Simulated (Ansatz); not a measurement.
Cartesian coordinates (Å):
```xyz
8

C      1.2450    -0.1070    -0.4028
N      0.0634    -0.0308    -0.8243
C     -0.9929     0.0822     0.1460
H      1.5063    -0.0911     0.6656
H      2.0633    -0.1932    -1.1174
H     -1.5568     0.9989    -0.0463
H     -1.6902    -0.7491     0.0122
H     -0.6381     0.0900     1.1871
```
Charge 0, multiplicity 1.

Method: Ansatz (a program for electronic structure) with frozen-core CCSD(T)/cc-pVTZ // PBE0-D3(BJ)/def2-TZVP.

```yaml
HF energy: -133.11123 Ha
MP2 correlation energy: -0.54386 Ha
```

Problem. Estimate the CCSD correlation energy, the (T) correction, the total energy and the T1 diagnostic.

Solution. 
* **CCSD correlation energy**: -0.57103 Ha
* **(T) correction**: -0.02426 Ha
* **CCSD(T) total energy**: -133.70652 Ha
* **T1 diagnostic**: 0.011
